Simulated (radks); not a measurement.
Q: All-electron atom: Cs III in [Kr] 4d9.75 5s2 5p5 4f0.25 (fractional occupations, a model configuration). Calculated with a radial shooting solver on a logarithmic mesh with Libxc functionals: Dirac Kohn-Sham, PBEsol, spin-unpolarised, spherical densities, finite nucleus; open shells fill j = l - 1/2 first; Fermi nuclear charge, rms radius 4.8041 fm.

Spin-orbit splittings of the eigenvalues, e(l+1/2) - e(l-1/2), with zeta = 2 splitting/(2l+1) and mean radii in bohr:

shell  occ.  splitting (eV)  zeta (eV)  <r> j=l-1/2  <r> j=l+1/2
2p        6           352.0      234.7      0.09405      0.09994
3p        6           67.47      44.98       0.2888       0.3006
3d       10           14.33      5.733       0.2714       0.2751
4p        6           13.85      9.234       0.7196       0.7471
4d     9.75           2.308     0.9233       0.8275       0.8377
4f     0.25          0.1088    0.03109        1.925        1.958
5p        5               ?          ?        1.920        1.998
5d        0          0.1675    0.06701        2.898        2.932
6p        0          0.3114     0.2076        4.784        4.934

Estimate the 5p splitting.

A: 1.862 eV (zeta = 1.241 eV).
